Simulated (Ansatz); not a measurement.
System: tribromo(fluoro)germane, sum formula GeBr$_{3}$F, net charge 0, singlet state. SMILES: [F][Ge]([Br])([Br])[Br]
Structure (B3LYP-D3(BJ)/def2-TZVP (Ansatz, a quantum-chemistry and plane-wave program) minimum search):
```
Ge
F 1 1.7292
Br 1 2.2874 2 107.08
Br 1 2.2874 2 107.08 3 -120.00
Br 1 2.2874 2 107.08 3 120.00
```

Wanted: vertical ionisation energy (to the doublet state of charge +1; each state is the SCF solution reached for its spin; the molecule has degenerate orbitals, so one determinant may break the symmetry), in eV. Valence correlation only, unless marked. UHF or UKS for open shells. No spin-orbit coupling. The frozen core is the preceding noble-gas configuration, with the filled d and f shells of earlier blocks. No relativistic terms. CBS marks a two-point X^-3 extrapolation of the correlation energy; Hartree-Fock from the larger set. The bracket is a focal-point correction in the basis named.

```csv
level,program,vertical ionisation energy (eV)
SVWN5/def2-TZVPD,Ansatz,10.50
r2SCAN/def2-TZVPD,Ansatz,10.60
B3LYP/def2-TZVPD,Ansatz,10.73
CAM-B3LYP/def2-TZVPD,Ansatz,11.20
```

Question: Estimate the value at RI-MP2/CBS(aug-cc-pVTZ,aug-cc-pVQZ)+[CCSD(T)-MP2]/aug-cc-pVTZ as computed with Ansatz.

Answer: 11.49 eV, so CAM-B3LYP/def2-TZVPD differs from it by -0.29 eV.
